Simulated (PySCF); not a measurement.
BO, SMILES O=[B] (connectivity only; charge and spin as stated), charge +1, multiplicity 1.

Geometry: r2SCAN-D4/def2-TZVPD. The multiplicity is an assumed one; other spin states were not compared.

Calculation: PBE0/def2-TZVPD run with PySCF.

The molecule is in vacuum.

* **total energy**: -99.46160 hartree
* **point group**: C∞v
* **highest occupied level**: -19.95 eV
* **lowest empty level**: -16.02 eV
* **orbital gap**: 3.94 eV
* **dipole moment about the centre of nuclear charge**: 6.03 D
* **mean static polarisability**: 14.9 bohr³ (2.20 Å³)
* **polarisability, principal values**: 13.9, 13.9, 16.8 bohr³
